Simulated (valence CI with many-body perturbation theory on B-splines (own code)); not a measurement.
**Os XXVII: M1 decay**

Method: relativistic CI+MBPT: four valence electrons over a frozen Dirac-Fock core [Kr] 4d10, radial functions for each j: 8 s, 8 p, 9 d, 9 f, 6 g, 3 h, 2 i, with the one-electron correlation potential Σ1, the two-electron term Σ2, the three-electron term Σ3, Breit, model QED; selected CI, second order for the rest (own B-spline code, finite nucleus).

No measured spectrum was set against this ion. As an estimate, large intervals hold to a few tenths of a per cent, small ones and those within an open d or f shell to about a per cent. Core correlation moves these levels by up to 4700 cm⁻¹, and in measured spectra 5 to 20 % of such shifts remained as error; rates that hang on mixing are uncertain with them. Only levels of the ground parity were solved; by the run's estimate the other parity begins above the list, which can be wrong where configurations are misplaced.

Lines 1 to 50 of 120 in falling wavelength, among levels below 18.863 eV, chosen from the decays that carry over 1 % of a level's rate. Wavelengths and rates use the calculated energies. S is in atomic units (e²a₀⁴ for E2 and M2, e²a₀⁶ for E3), for M1 in squared Bohr magnetons. Weak lines are less certain than strong ones. Lines between different terms over intervals too small for the method are left out, as are lines whose strength nearly cancels. Where a level lies close to another of its J and parity, the split of strength between their lines is uncertain.

Levels are named by their leading jj configuration (3d3/2^4 stands for four electrons in 3d with j = 3/2), which in mixed levels can hold well under half, so a name can repeat and another be missing. Letters in brackets count levels of one name in rising energy.

| λ vac (nm) | Upper | Lower | Type | A (s⁻¹) | S (a.u.) |
| --- | --- | --- | --- | --- | --- |
| 1890 | (4f5/2^3 4f7/2) J=2 [b] | (4f5/2^3 4f7/2) J=3 [a] | M1 | 1.28e+00 | 1.60e+00 |
| 1611 | (4f5/2^3 4f7/2) J=3 [a] | (4f5/2^3 4f7/2) J=4 [a] | M1 | 4.65e+00 | 5.05e+00 |
| 1176 | (4f5/2^3 4f7/2) J=8 [a] | (4f5/2^3 4f7/2) J=7 [a] | M1 | 1.65e+01 | 1.69e+01 |
| 1174 | (4f5/2^2 4f7/2^2) J=0 [a] | (4f5/2^2 4f7/2^2) J=1 | M1 | 2.22e+01 | 1.33e+00 |
| 1089 | (4f5/2^3 4f7/2) J=1 [a] | (4f5/2^4) J=2 | M1 | 3.38e+01 | 4.85e+00 |
| 977.2 | (4f5/2^2 4f7/2^2) J=6 [d] | (4f5/2^2 4f7/2^2) J=5 [b] | M1 | 1.27e+01 | 5.73e+00 |
| 926.4 | (4f5/2^3 4f7/2) J=7 [a] | (4f5/2^2 4f7/2^2) J=6 [a] | M1 | 6.27e+01 | 2.77e+01 |
| 905.5 | (4f5/2^3 4f7/2) J=2 [a] | (4f5/2^3 4f7/2) J=1 [a] | M1 | 1.87e+01 | 2.58e+00 |
| 865.8 | (4f5/2^2 4f7/2^2) J=6 [c] | (4f5/2^2 4f7/2^2) J=5 [a] | M1 | 1.83e+01 | 5.71e+00 |
| 861.7 | (4f5/2^2 4f7/2^2) J=4 [a] | (4f5/2^3 4f7/2) J=3 [b] | M1 | 2.07e+01 | 4.41e+00 |
| 810.0 | (4f5/2^3 4f7/2) J=1 [b] | (4f5/2^4) J=0 | M1 | 7.21e+01 | 4.26e+00 |
| 788.3 | (4f5/2^3 4f7/2) J=3 [b] | (4f5/2^3 4f7/2) J=4 [a] | M1 | 1.91e+01 | 2.43e+00 |
| 772.3 | (4f5/2^3 4f7/2) J=2 [b] | (4f5/2^3 4f7/2) J=1 [a] | M1 | 9.23e+00 | 7.88e-01 |
| 740.8 | (4f5/2^2 4f7/2^2) J=3 [b] | (4f5/2^2 4f7/2^2) J=2 [a] | M1 | 2.57e+01 | 2.71e+00 |
| 691.5 | (4f5/2^2 4f7/2^2) J=6 [a] | (4f5/2^3 4f7/2) J=5 [a] | M1 | 1.92e+02 | 3.07e+01 |
| 684.3 | (4f5/2^2 4f7/2^2) J=5 [c] | (4f5/2^2 4f7/2^2) J=4 [b] | M1 | 1.13e+02 | 1.47e+01 |
| 670.3 | (4f5/2^2 4f7/2^2) J=5 [a] | (4f5/2^2 4f7/2^2) J=4 [a] | M1 | 9.50e+01 | 1.17e+01 |
| 647.0 | (4f5/2^2 4f7/2^2) J=3 [b] | (4f5/2^2 4f7/2^2) J=4 [b] | M1 | 8.44e+00 | 5.93e-01 |
| 593.8 | (4f5/2^3 4f7/2) J=3 [a] | (4f5/2^4) J=2 | M1 | 9.58e+01 | 5.21e+00 |
| 588.3 | (4f5/2^3 4f7/2) J=1 [b] | (4f5/2^2 4f7/2^2) J=2 [a] | M1 | 5.28e+00 | 1.19e-01 |
| 554.4 | (4f5/2^3 4f7/2) J=5 [a] | (4f5/2^4) J=4 | M1 | 3.13e+02 | 2.17e+01 |
| 552.9 | (4f5/2^2 4f7/2^2) J=4 [a] | (4f5/2^3 4f7/2) J=3 [a] | M1 | 1.44e+02 | 8.14e+00 |
| 540.3 | (4f5/2^2 4f7/2^2) J=5 [a] | (4f5/2^3 4f7/2) J=5 [b] | M1 | 6.55e+01 | 4.22e+00 |
| 501.9 | (4f5/2^2 4f7/2^2) J=2 [c] | (4f5/2^2 4f7/2^2) J=2 [a] | M1 | 2.90e+01 | 6.80e-01 |
| 494.4 | (4f5/2^3 4f7/2) J=2 [a] | (4f5/2^4) J=2 | M1 | 8.53e+01 | 1.91e+00 |
| 483.0 | (4f5/2^3 4f7/2) J=5 [b] | (4f5/2^3 4f7/2) J=4 [a] | M1 | 1.76e+02 | 8.10e+00 |
| 461.0 | (4f5/2^2 4f7/2^2) J=8 [a] | (4f5/2^3 4f7/2) J=8 [b] | M1 | 2.07e+01 | 1.28e+00 |
| 451.8 | (4f5/2^3 4f7/2) J=2 [b] | (4f5/2^4) J=2 | M1 | 7.60e+01 | 1.30e+00 |
| 440.1 | (4f5/2^2 4f7/2^2) J=9 | (4f5/2^3 4f7/2) J=8 [b] | M1 | 1.59e+02 | 9.52e+00 |
| 438.0 | (4f5/2^3 4f7/2) J=8 [b] | (4f5/2^3 4f7/2) J=8 [a] | M1 | 2.66e+02 | 1.41e+01 |
| 437.9 | (4f5/2^2 4f7/2^2) J=4 [b] | (4f5/2^3 4f7/2) J=3 [b] | M1 | 3.66e+02 | 1.03e+01 |
| 428.8 | (4f5/2^3 4f7/2) J=3 [b] | (4f5/2^4) J=2 | M1 | 2.31e+02 | 4.72e+00 |
| 411.7 | (4f5/2^2 4f7/2^2) J=4 [a] | (4f5/2^3 4f7/2) J=4 [a] | M1 | 1.67e+02 | 3.90e+00 |
| 403.4 | (4f5/2^2 4f7/2^2) J=2 [a] | (4f5/2^3 4f7/2) J=3 [b] | M1 | 8.32e+01 | 1.01e+00 |
| 388.8 | (4f5/2^3 4f7/2) J=7 [b] | (4f5/2^3 4f7/2) J=7 [a] | M1 | 2.12e+02 | 6.93e+00 |
| 387.8 | (4f5/2^2 4f7/2^2) J=4 [c] | (4f5/2^2 4f7/2^2) J=4 [a] | M1 | 2.61e+01 | 5.08e-01 |
| 384.9 | (4f5/2^2 4f7/2^2) J=2 [a] | (4f5/2^3 4f7/2) J=2 [b] | M1 | 1.73e+02 | 1.83e+00 |
| 374.7 | (4f5/2^2 4f7/2^2) J=3 [b] | (4f5/2^2 4f7/2^2) J=4 [a] | M1 | 8.25e+01 | 1.13e+00 |
| 371.8 | (4f5/2^2 4f7/2^2) J=3 [a] | (4f5/2^3 4f7/2) J=2 [b] | M1 | 9.48e+00 | 1.26e-01 |
| 366.3 | (4f5/2^2 4f7/2^2) J=8 [a] | (4f5/2^3 4f7/2) J=7 [b] | M1 | 2.42e+02 | 7.50e+00 |
| 363.8 | (4f5/2^2 4f7/2^2) J=5 [b] | (4f5/2^3 4f7/2) J=5 [b] | M1 | 1.62e+02 | 3.18e+00 |
| 358.6 | (4f5/2^2 4f7/2^2) J=2 [a] | (4f5/2^3 4f7/2) J=2 [a] | M1 | 5.70e+01 | 4.88e-01 |
| 347.2 | (4f5/2^2 4f7/2^2) J=3 [a] | (4f5/2^3 4f7/2) J=2 [a] | M1 | 5.76e+02 | 6.25e+00 |
| 343.2 | (4f5/2^3 4f7/2) J=4 [a] | (4f5/2^3 4f7/2) J=5 [a] | M1 | 8.92e+01 | 1.20e+00 |
| 341.1 | (4f5/2^2 4f7/2^2) J=4 [b] | (4f5/2^3 4f7/2) J=3 [a] | M1 | 3.18e+01 | 4.22e-01 |
| 340.4 | (4f5/2^2 4f7/2^2) J=4 [c] | (4f5/2^3 4f7/2) J=5 [b] | M1 | 1.82e+02 | 2.39e+00 |
| 339.8 | (4f5/2^2 4f7/2^2) J=5 [c] | (4f5/2^3 4f7/2) J=5 [b] | M1 | 6.13e+01 | 9.80e-01 |
| 332.7 | (4f5/2^2 4f7/2^2) J=6 [c] | (4f5/2^3 4f7/2) J=5 [b] | M1 | 2.34e+02 | 4.16e+00 |
| 321.5 | (4f5/2^2 4f7/2^2) J=5 [b] | (4f5/2^2 4f7/2^2) J=6 [b] | M1 | 3.17e+01 | 4.30e-01 |
| 319.8 | (4f5/2^2 4f7/2^2) J=2 [a] | (4f5/2^3 4f7/2) J=3 [a] | M1 | 3.04e+02 | 1.85e+00 |
